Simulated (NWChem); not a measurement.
System: AlSi$_{2}$H$_{6}$Cl; SMILES [Cl][Al]([SiH3])[SiH3]

NWChem input:

```
start job
memory heap 200 mb stack 900 mb global 1100 mb
geometry units angstroms noautosym nocenter noautoz
  Al     0.000000     0.000000     0.006470
  Cl     0.000000     0.000000     2.127849
  Si    -2.212709     0.003491    -1.055432
  H     -2.953728    -1.253020    -0.712888
  H     -2.113022     0.091115    -2.546810
  H     -3.027842     1.163267    -0.571609
  Si     2.212709    -0.003491    -1.055432
  H      2.113022    -0.091115    -2.546810
  H      3.027842    -1.163267    -0.571609
  H      2.953728     1.253020    -0.712888
end
basis spherical
  Al library pcsseg-1
  Cl library pcsseg-1
  Si library pcsseg-1
  H library pcsseg-1
end
dft
  xc kt2
  iterations 150
end
property
  shielding 6 1 2 3 4 5 6
  efieldgrad
end
task dft property
```

Excerpt of the output:

```
             Northwest Computational Chemistry Package (NWChem) 7.3.0
             --------------------------------------------------------

                             Geometry "geometry" -> ""
                             -------------------------

 Output coordinates in angstroms (scale by  1.889725989 to convert to a.u.)

  No.       Tag          Charge          X              Y              Z
 ---- ---------------- ---------- -------------- -------------- --------------
    1 Al                  13.0000     0.00000000     0.00000000     0.00647000
    2 Cl                  17.0000     0.00000000     0.00000000     2.12784900
    3 Si                  14.0000    -2.21270900     0.00349100    -1.05543200
    4 H                    1.0000    -2.95372800    -1.25302000    -0.71288800
    5 H                    1.0000    -2.11302200     0.09111500    -2.54681000
    6 H                    1.0000    -3.02784200     1.16326700    -0.57160900
    7 Si                  14.0000     2.21270900    -0.00349100    -1.05543200
    8 H                    1.0000     2.11302200    -0.09111500    -2.54681000
    9 H                    1.0000     3.02784200    -1.16326700    -0.57160900
   10 H                    1.0000     2.95372800     1.25302000    -0.71288800

 Effective nuclear repulsion energy (a.u.)     287.0993641618

                              NWChem Property Module
                              ----------------------

  itol2e modified to match energy
  convergence criterion.

                                 NWChem DFT Module
                                 -----------------

 Summary of "ao basis" -> "ao basis" (spherical)
 ------------------------------------------------------------------------------
       Tag                 Description            Shells   Functions and Types
 ---------------- ------------------------------  ------  ---------------------
 Al                         pcsseg-1                10       24   4s5p1d
 Cl                         pcsseg-1                10       24   4s5p1d
 Si                         pcsseg-1                10       24   4s5p1d
 H                          pcsseg-1                 3        5   2s1p

  itol2e modified to match energy
  convergence criterion.

            General Information
            -------------------
          SCF calculation type: DFT
          Wavefunction type:  closed shell.
          No. of atoms     :    10
          No. of electrons :    64
           Alpha electrons :    32
            Beta electrons :    32
          Charge           :     0
          Spin multiplicity:     1
          Use of symmetry is: off; symmetry adaption is: off
          Maximum number of iterations: 150
          AO basis - number of functions:   126
                     number of shells:    58
          Convergence on energy requested:  1.00D-07
          Convergence on density requested:  1.00D-05
          Convergence on gradient requested:  5.00D-04

              XC Information
              --------------
                          KT2 Method XC Functional
                        Slater Exchange Functional  1.072 local
                           KT1 gradient correction  1.000 non-local
            Perdew 1991 LDA Correlation Functional  0.577 local

             Grid Information
             ----------------
          Grid used for XC integration:  fine
          Radial quadrature: Mura-Knowles
          Angular quadrature: Lebedev.
          Tag              B.-S. Rad. Rad. Pts. Rad. Cut. Ang. Pts.
          ---              ---------- --------- --------- ---------
          Al                  1.25      123          11.0       770
          Cl                  1.00      123          13.0       770
          Si                  1.10      123          13.0       770
          H                   0.35       60          15.0       590
          Grid pruning is: on
          Number of quadrature shells:   852
          Spatial weights used:  Erf1

      Superposition of Atomic Density Guess
      -------------------------------------

 Sum of atomic energies:       -1281.91350272

      Non-variational initial energy
      ------------------------------

 Total energy =   -1282.847397
 1-e energy   =   -2347.418405
 2-e energy   =     777.471645
 HOMO         =      -0.252381
 LUMO         =      -0.031004

   convergence    iter        energy       DeltaE   RMS-Dens  Diis-err
 ---------------- ----- ----------------- --------- --------- ---------
 d= 0,ls=0.0,diis     1  -1295.9005266811 -1.58D+03  1.04D-02  1.42D+00
 d= 0,ls=0.0,diis     2  -1295.8669559116  3.36D-02  9.81D-03  6.50D-01
 d= 0,ls=0.0,diis     3  -1295.9220878075 -5.51D-02  4.08D-03  2.77D-01
 d= 0,ls=0.0,diis     4  -1295.9656055801 -4.35D-02  3.80D-04  1.78D-03
 d= 0,ls=0.0,diis     5  -1295.9657205187 -1.15D-04  1.44D-04  1.34D-04
  Resetting Diis
 d= 0,ls=0.0,diis     6  -1295.9657434018 -2.29D-05  3.54D-05  1.11D-05
 d= 0,ls=0.0,diis     7  -1295.9657453833 -1.98D-06  1.47D-05  4.31D-07
 d= 0,ls=0.0,diis     8  -1295.9657453351  4.82D-08  8.04D-06  7.36D-07

         Total DFT energy =    -1295.965745335060
      One electron energy =    -2353.579836826498
           Coulomb energy =      872.487669969150
    Exchange-Corr. energy =     -101.972942639515
 Nuclear repulsion energy =      287.099364161803

 Numeric. integr. density =       63.999999905533

                       DFT Final Molecular Orbital Analysis
                       ------------------------------------

 Vector   30  Occ=2.000000D+00  E=-3.014015D-01
              MO Center=  4.0D-08,  1.4D-10,  1.3D+00, r^2= 4.5D+00
   Bfn.  Coefficient  Atom+Function         Bfn.  Coefficient  Atom+Function
  ----- ------------  ---------------      ----- ------------  ---------------
    38      0.482757   2 Cl px               41      0.391739   2 Cl px
    14      0.142694   1 Al px               29     -0.126180   2 Cl px
    32     -0.123830   2 Cl px               17      0.116529   1 Al px
    83      0.104651   6 H  s               117     -0.104651   9 H  s
    62     -0.100508   3 Si px              101     -0.100508   7 Si px

 Vector   31  Occ=2.000000D+00  E=-2.964691D-01
              MO Center= -8.2D-08, -3.5D-08, -1.9D-01, r^2= 5.8D+00
   Bfn.  Coefficient  Atom+Function         Bfn.  Coefficient  Atom+Function
  ----- ------------  ---------------      ----- ------------  ---------------
     3      0.329904   1 Al s                40      0.326047   2 Cl pz
    43      0.256823   2 Cl pz               16     -0.228366   1 Al pz
     2     -0.184140   1 Al s                78     -0.157321   5 H  s
   112     -0.157321   8 H  s                62      0.147568   3 Si px
   101     -0.147568   7 Si px               64      0.134819   3 Si pz

 Vector   32  Occ=2.000000D+00  E=-2.376115D-01
              MO Center=  1.8D-08,  7.9D-10, -4.0D-01, r^2= 5.9D+00
   Bfn.  Coefficient  Atom+Function         Bfn.  Coefficient  Atom+Function
  ----- ------------  ---------------      ----- ------------  ---------------
    14      0.297253   1 Al px               62     -0.256360   3 Si px
   101     -0.256360   7 Si px               38     -0.220828   2 Cl px
    52     -0.211698   3 Si s                91      0.211698   7 Si s
    65     -0.207300   3 Si px              104     -0.207300   7 Si px
    41     -0.204837   2 Cl px               64     -0.112739   3 Si pz

 Vector   33  Occ=0.000000D+00  E=-1.166863D-01
              MO Center=  8.5D-10, -8.4D-10, -1.8D-01, r^2= 4.7D+00
   Bfn.  Coefficient  Atom+Function         Bfn.  Coefficient  Atom+Function
  ----- ------------  ---------------      ----- ------------  ---------------
    15      0.490985   1 Al py               18      0.476142   1 Al py
    74      0.267437   4 H  s               123     -0.267437  10 H  s
    84     -0.252481   6 H  s               118      0.252481   9 H  s
    66      0.239541   3 Si py              105      0.239541   7 Si py
    42     -0.222483   2 Cl py               39     -0.157615   2 Cl py

 Vector   34  Occ=0.000000D+00  E=-5.022542D-02
              MO Center= -4.2D-09, -4.0D-10, -5.3D-01, r^2= 6.8D+00
   Bfn.  Coefficient  Atom+Function         Bfn.  Coefficient  Atom+Function
  ----- ------------  ---------------      ----- ------------  ---------------
    19      0.750373   1 Al pz               67      0.528100   3 Si pz
   106      0.528100   7 Si pz               52      0.510635   3 Si s
    91      0.510635   7 Si s                 4     -0.502802   1 Al s
    79      0.438006   5 H  s               113      0.438006   8 H  s
    84     -0.355516   6 H  s               118     -0.355516   9 H  s

 Vector   35  Occ=0.000000D+00  E=-4.797830D-02
              MO Center= -4.9D-09, -2.4D-09, -2.1D-01, r^2= 7.1D+00
   Bfn.  Coefficient  Atom+Function         Bfn.  Coefficient  Atom+Function
  ----- ------------  ---------------      ----- ------------  ---------------
     4      1.732182   1 Al s                52     -0.908516   3 Si s
    91     -0.908516   7 Si s                65     -0.509864   3 Si px
   104      0.509864   7 Si px                3      0.444562   1 Al s
    28     -0.420936   2 Cl s                43      0.334390   2 Cl pz
     2     -0.272817   1 Al s                51     -0.266172   3 Si s

     Multipole analysis of the density
     ---------------------------------

     L   x y z        total         alpha         beta         nuclear
     -   - - -        -----         -----         ----         -------
     0   0 0 0     -0.000000    -32.000000    -32.000000     64.000000

     1   1 0 0     -0.000000     -0.000000     -0.000000      0.000000
     1   0 1 0     -0.000000     -0.000000     -0.000000      0.000000
     1   0 0 1     -0.520845      0.643969      0.643969     -1.808783

     2   2 0 0    -44.838889   -347.037525   -347.037525    649.236161
     2   1 1 0      0.008660      0.439215      0.439215     -0.869771
     2   1 0 1     -0.000000     -0.000000     -0.000000     -0.000000
     2   0 2 0    -40.035977    -30.487355    -30.487355     20.938734
     2   0 1 1     -0.000000     -0.000000     -0.000000     -0.000000
     2   0 0 2    -45.933051   -242.238355   -242.238355    438.543660

          -----------------------
          Electric field gradient
          -----------------------

 1 a.u. = 0.324123 10**(16) esu/cm**3  ( or statvolts/cm**2 ) = 0.97174 10**(22) v/m**2

[...]

          -----------------------------------------
          Chemical Shielding Tensors (GIAO, in ppm)
          -----------------------------------------

                                NWChem CPHF Module
                                ------------------

  scftype          =     RHF
  nclosed          =       32
  nopen            =        0
  variables        =     3008
  # of vectors     =        3
  tolerance        = 0.10D-03
  level shift      = 0.00D+00
  max iterations   =       50
  max subspace     =       30

 SCF residual:    1.4522298709152757E-004

Iterative solution of linear equations
  No. of variables     3008
  No. of equations        3
  Maximum subspace       30
        Iterations       50
       Convergence  1.0D-04

   iter   nsub   residual    time
   ----  ------  --------  ---------
     1      3    1.65D-04      57.2
     2      6    1.13D-08      63.3

      Atom:    1  Al
        Diamagnetic
    797.6520     -0.0025      0.0000
     -0.0025    796.0185      0.0000
      0.0000      0.0000    799.5708

        Paramagnetic
   -459.5420      0.3819     -0.0000
      0.3819   -458.5985     -0.0000
     -0.0000     -0.0000   -734.7209

        Total Shielding Tensor
    338.1100      0.3794     -0.0000
      0.3794    337.4200     -0.0000
     -0.0000     -0.0000     64.8499

           isotropic =     246.7933
          anisotropy =     137.2267

          Principal Components and Axis System
                 1           2           3
              338.2778    337.2522     64.8499

      1         0.9145     -0.4045      0.0000
      2         0.4045      0.9145      0.0000
      3        -0.0000     -0.0000      1.0000

      Atom:    2  Cl
        Diamagnetic
   1148.3860      0.0045     -0.0000
      0.0045   1147.9426     -0.0000
     -0.0000     -0.0000   1155.4790

        Paramagnetic
   -707.5742      1.6907     -0.0000
      1.6907   -125.1765     -0.0000
     -0.0000     -0.0000   -429.2679

        Total Shielding Tensor
    440.8118      1.6952     -0.0000
      1.6952   1022.7661     -0.0000
     -0.0000     -0.0000    726.2111

           isotropic =     729.9297
          anisotropy =     439.2621

          Principal Components and Axis System
                 1           2           3
             1022.7711    726.2111    440.8069

      1         0.0029     -0.0000      1.0000
      2         1.0000      0.0000     -0.0029
      3        -0.0000      1.0000      0.0000

      Atom:    3  Si
        Diamagnetic
    886.2731     -0.0036      2.3187
     -0.0036    881.0214     -0.0182
      2.3187     -0.0182    883.0339

        Paramagnetic
   -400.5870     -1.3613      0.7701
     -1.3613   -406.4622     -0.6824
      0.7701     -0.6824   -388.2432

        Total Shielding Tensor
    485.6861     -1.3649      3.0888
     -1.3649    474.5591     -0.7006
      3.0888     -0.7006    494.7908

           isotropic =     485.0120
          anisotropy =      16.1730

          Principal Components and Axis System
                 1           2           3
              495.7940    484.8533    474.3887

      1         0.2981      0.9475      0.1154
      2        -0.0506     -0.1051      0.9932
      3         0.9532     -0.3019      0.0166

      Atom:    4  H
        Diamagnetic
     29.3493      6.5629     -0.4707
      6.5629     32.5499     -2.0665
     -0.4707     -2.0665     24.4698

        Paramagnetic
     -1.2315     -2.8936      0.1883
     -2.8936     -2.8423      1.0292
      0.1883      1.0292      1.4337

        Total Shielding Tensor
     28.1179      3.6694     -0.2825
      3.6694     29.7076     -1.0373
     -0.2825     -1.0373     25.9035

           isotropic =      27.9097
          anisotropy =       7.3477

          Principal Components and Axis System
                 1           2           3
               32.8081     25.9838     24.9370

      1         0.6152      0.4387      0.6550
      2         0.7755     -0.1875     -0.6029
      3        -0.1417      0.8789     -0.4556

      Atom:    5  H
        Diamagnetic
     25.5041     -0.0213      0.7854
     -0.0213     23.2238     -0.8207
      0.7854     -0.8207     37.9731

        Paramagnetic
      0.6348     -0.0103     -0.6499
     -0.0103      1.7200      0.3972
     -0.6499      0.3972     -5.1267

        Total Shielding Tensor
     26.1389     -0.0316      0.1356
     -0.0316     24.9437     -0.4235
      0.1356     -0.4235     32.8464

           isotropic =      27.9763
          anisotropy =       7.3432

          Principal Components and Axis System
                 1           2           3
               32.8718     26.1366     24.9206

      1         0.0204      0.9996      0.0200
      2        -0.0534     -0.0189      0.9984
      3         0.9984     -0.0214      0.0530

      Atom:    6  H
        Diamagnetic
     30.1423     -6.6071     -1.3406
     -6.6071     31.1290      2.8665
     -1.3406      2.8665     25.0895

        Paramagnetic
     -1.5660      2.8927      0.6084
      2.8927     -2.1732     -1.4269
      0.6084     -1.4269      1.1273

        Total Shielding Tensor
     28.5763     -3.7143     -0.7322
     -3.7143     28.9558      1.4397
     -0.7322      1.4397     26.2168

           isotropic =      27.9163
          anisotropy =       7.3977

          Principal Components and Axis System
                 1           2           3
               32.8481     26.0549     24.8459

      1        -0.6608      0.4418      0.6067
      2         0.7150      0.1248      0.6879
      3         0.2282      0.8884     -0.3984
```

Level: KT2/pcSseg-1, GIAO. All runs use the structure optimised with PBE0/def2-SVP. NWChem prints the field gradient with the sign opposite to the second derivative of the potential. The printed shielding anisotropy is the first printed principal value minus the mean of the other two.
